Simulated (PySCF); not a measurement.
C4H9NSi, SMILES C([SiH2]N)CC#C.

Geometry: PBE-D3(BJ)/def2-SVP. The structure was generated by enumeration, and PubChem lists no compound with its InChIKey, so it may never have been made. One conformer was computed; it need not be the lowest.

The numbers are results of PySCF with PBE-D3(BJ)/def2-SVP, not measurements.

Frequencies are harmonic and unscaled.

| mode | ν (cm⁻¹) | IR (km/mol) | moving atoms (share of kinetic energy) |
|---|---|---|---|
| 1 | 68 | 1.8 | C 59 %, H 31 %, N 9 % |
| 2 | 74 | 1.2 | H 40 %, C 31 %, Si 18 %, N 11 % |
| 3 | 91 | 2.4 | C 48 %, N 26 %, H 21 % |
| 4 | 184 | 17.3 | H 95 % |
| 5 | 196 | 3.7 | C 54 %, Si 23 %, H 19 % |
| 6 | 266 | 3.7 | C 40 %, N 23 %, H 19 %, Si 19 % |
| 7 | 339 | 7.8 | C 69 %, H 31 % |
| 8 | 390 | 216.8 | H 72 %, N 25 % |
| 9 | 464 | 9.5 | H 89 %, Si 9 % |
| 10 | 474 | 26.4 | C 77 %, H 11 %, Si 10 % |
| 11 | 630 | 14.9 | H 92 % |
| 12 | 638 | 35.9 | H 79 %, C 21 % |
| 13 | 642 | 37.0 | H 79 %, C 21 % |
| 14 | 711 | 36.5 | C 53 %, H 24 %, Si 20 % |
| 15 | 749 | 9.8 | H 84 %, C 14 % |
| 16 | 821 | 12.3 | N 44 %, H 35 %, Si 19 % |
| 17 | 857 | 211.7 | H 67 %, Si 17 %, C 12 % |
| 18 | 885 | 26.0 | H 81 %, N 15 % |
| 19 | 888 | 92.6 | H 89 %, Si 8 % |
| 20 | 902 | 20.8 | H 64 %, C 31 % |
| 21 | 944 | 44.7 | C 77 %, H 20 % |
| 22 | 1014 | 8.8 | C 71 %, H 29 % |
| 23 | 1105 | 3.0 | H 84 %, C 15 % |
| 24 | 1139 | 22.8 | H 71 %, C 28 % |
| 25 | 1248 | 0.0 | H 90 %, C 10 % |
| 26 | 1287 | 15.5 | H 64 %, C 36 % |
| 27 | 1379 | 0.9 | H 94 % |
| 28 | 1393 | 4.2 | H 90 %, C 10 % |
| 29 | 1497 | 31.3 | H 90 %, N 10 % |
| 30 | 2147 | 100.6 | H 98 % |
| 31 | 2152 | 137.3 | H 96 % |
| 32 | 2164 | 11.3 | C 91 %, H 9 % |
| 33 | 2949 | 10.3 | H 95 % |
| 34 | 2976 | 11.9 | H 95 % |
| 35 | 2988 | 3.2 | H 91 %, C 9 % |
| 36 | 3031 | 9.4 | H 91 %, C 9 % |
| 37 | 3410 | 75.6 | H 86 %, C 14 % |
| 38 | 3487 | 22.3 | H 96 % |
| 39 | 3581 | 21.3 | H 91 %, N 9 % |
